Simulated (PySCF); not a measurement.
1-chloro-2,2-difluoropropane (C₃H₅ClF₂), SMILES CC(F)(F)CCl.

The structure is a stationary point at ωB97X-D3(BJ)/def2-SVP. The values are those of a single conformer.

Vertical ionisation energy (IE) and electron affinity (EA) in eV. Rows of orbital energies are one-electron estimates. Where ΔSCF, EOM or ADC give a negative EA the extra electron is unbound and the value depends on the basis.

```json
[
 {"level": "−ε(HOMO), −ε(LUMO), PBE0/def2-TZVP (PySCF)", "IE": "…", "EA": "…"},
 {"level": "−ε(HOMO), −ε(LUMO), PBE/def2-TZVP (PySCF)", "IE": "7.33", "EA": "0.61"}
]
```

**Question.** Complete the blanks. (Estimate from the structure and the level; the computed values follow.)

**Answer.** 
- −ε(HOMO), −ε(LUMO), PBE0/def2-TZVP (PySCF), IE: 8.81
- −ε(HOMO), −ε(LUMO), PBE0/def2-TZVP (PySCF), EA: -0.55
